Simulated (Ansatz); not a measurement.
Molecule (SMILES): [Al][Cl] (Al-Cl) (closed-shell singlet).
Geometry (B3LYP-D3(BJ)/def2-TZVP, fixed):
```
Al
Cl 1 2.1602
```

How fast the dipole moment converges with the basis for several methods (Ansatz, a first-principles code): deviation from each method's own reference, in D. References: CCSD(T) 1.735 D, the value in aug-pcseg-3; HF 1.686 D, the value in aug-pcseg-3; MP2 1.736 D, the value in aug-pcseg-3; PBE 1.606 D, the value in aug-pcseg-3; PBE0 1.676 D, the value in aug-pcseg-3. Cartesian d functions, on some or all atoms, in 6-311+G**; all else is spherical. In correlated methods cores are frozen. No added dispersion term, no relativity. The reference of a correlated method is not its basis-set limit, which lies further on.

```json
[
 {"basis": "3-21G", "functions": "26", "CCSD(T)": "0.982", "HF": "(withheld)", "MP2": "0.748", "PBE": "0.374", "PBE0": "0.615"},
 {"basis": "pcseg-1", "functions": "36", "CCSD(T)": "0.331", "HF": "(withheld)", "MP2": "0.250", "PBE": "0.080", "PBE0": "0.170"},
 {"basis": "def2-SVP", "functions": "36", "CCSD(T)": "-0.399", "HF": "(withheld)", "MP2": "-0.420", "PBE": "-0.461", "PBE0": "-0.323"},
 {"basis": "def2-SVPD", "functions": "51", "CCSD(T)": "-0.003", "HF": "(withheld)", "MP2": "0.004", "PBE": "0.024", "PBE0": "0.027"},
 {"basis": "6-311+G**", "functions": "62", "CCSD(T)": "0.264", "HF": "(withheld)", "MP2": "0.244", "PBE": "0.252", "PBE0": "0.298"},
 {"basis": "aug-cc-pV(D+d)Z", "functions": "64", "CCSD(T)": "-0.042", "HF": "(withheld)", "MP2": "-0.003", "PBE": "-0.004", "PBE0": "0.007"},
 {"basis": "6-311++G(2d,2p)", "functions": "70", "CCSD(T)": "-0.034", "HF": "(withheld)", "MP2": "0.021", "PBE": "0.034", "PBE0": "0.044"},
 {"basis": "6-311++G(3df,3pd)", "functions": "94", "CCSD(T)": "-0.038", "HF": "(withheld)", "MP2": "-0.018", "PBE": "-0.003", "PBE0": "-0.002"},
 {"basis": "jun-cc-pV(T+d)Z", "functions": "96", "CCSD(T)": "-0.049", "HF": "(withheld)", "MP2": "-0.026", "PBE": "0.004", "PBE0": "0.006"},
 {"basis": "pcseg-3", "functions": "128", "CCSD(T)": "-0.001", "HF": "(withheld)", "MP2": "0.001", "PBE": "0.003", "PBE0": "0.007"},
 {"basis": "aug-pcseg-3", "functions": "178", "CCSD(T)": "0.000", "HF": "(withheld)", "MP2": "0.000", "PBE": "0.000", "PBE0": "0.000"},
 {"basis": "aug-cc-pV(Q+d)Z", "functions": "178", "CCSD(T)": "0.001", "HF": "(withheld)", "MP2": "-0.012", "PBE": "0.005", "PBE0": "0.002"}
]
```

Q: Fill in the missing entries.

A: 
- 3-21G, HF: 1.087
- pcseg-1, HF: 0.315
- def2-SVP, HF: -0.177
- def2-SVPD, HF: 0.018
- 6-311+G**, HF: 0.390
- aug-cc-pV(D+d)Z, HF: 0.020
- 6-311++G(2d,2p), HF: 0.069
- 6-311++G(3df,3pd), HF: 0.007
- jun-cc-pV(T+d)Z, HF: 0.010
- pcseg-3, HF: 0.012
- aug-pcseg-3, HF: 0.000
- aug-cc-pV(Q+d)Z, HF: 0.003

Mean absolute deviation over 6-311+G**, 6-311++G(2d,2p), 6-311++G(3df,3pd), jun-cc-pV(T+d)Z: PBE 0.073, MP2 0.077, PBE0 0.087, CCSD(T) 0.096, HF 0.119 D.
